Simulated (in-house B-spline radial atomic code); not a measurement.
# RPA and G0W0 on Hartree-Fock: the cobalt ion Co²⁶⁺

Configuration 1s1, highest spin, mean-field start Hartree-Fock. Computed with a B-spline radial code for spherical atoms: all electrons, non-relativistic, point nucleus, each spin shell either full or empty, empty states to l = 9 with an (l + 1/2)⁻⁴ tail; G0W0 by contour deformation at full frequency.

Relativity, left out, deepens the 1s level by about Z⁴α²/8 hartree.

With one electron the exact correlation energy is zero, so what RPA and GW give is self-correlation.

Command:
```bash
python run_gw.py task.json out
```
Settings (radii: box in bohr, nucleus in fm):
```
Z                        27
electrons                1
configuration            1s1
hamiltonian              nr
method                   hf
lmax                     9
spin_polarised           True
box_radius               3.38
intervals                45
ion_configuration        bare nucleus
```

Run time, properties included: 0.3 s on 1 thread of Arm Neoverse V1 (shared host).

Energies (hartree):

| term | value |
| --- | --- |
| mean-field total | -364.50000 |
| Hartree-Fock functional on these orbitals | -364.50000 |
| direct second order | -0.022908 |
| second-order exchange | 0.022909 |
| SOSEX correction | 0.022804 |

Q: What is the RPA correlation energy, and what remains with SOSEX?

A: RPA gives -0.022803 hartree (-0.621 eV per electron); RPA + SOSEX gives 0, and the second-order doubles (MP2) 0 hartree. SOSEX takes back 100 % of the RPA value.

Quasi-particle levels (eV):

```
  level  occupied  mean field  Σx - vxc     Σc  QP weight      G0W0
  1s up       yes    -9918.55      0.00      ?          ?         ?
1s down        no    -9460.89      0.00  -2.67      1.000  -9463.56
```

G0W0 = mean field + (Σx - vxc) + Σc, with Σc (partial-wave tail included) taken at the quasi-particle energy.

Q: Where does G0W0 put 1s up?

A: At -9918.35 eV, with Σc = 0.20 eV and a quasi-particle weight of 1.000. The tabulated removal energy is 10012.130 eV (NIST, tabulated theory); the calculation leaves out relativity, QED, nuclear size and recoil, and what these don't explain is the method's own error.

Q: What does it cost to remove one electron (to the bare nucleus) by differences of total energies, each species on its own start (correlation terms add to the Hartree-Fock functional)?

A: Hartree-Fock functional 9918.55 eV, + RPA 9919.17 eV, + RPA + SOSEX 9918.55 eV, + second order 9918.55 eV. Tabulated: 10012.130 eV (NIST, tabulated theory); the calculation leaves out relativity, QED, nuclear size and recoil, and what these don't explain is the method's own error.
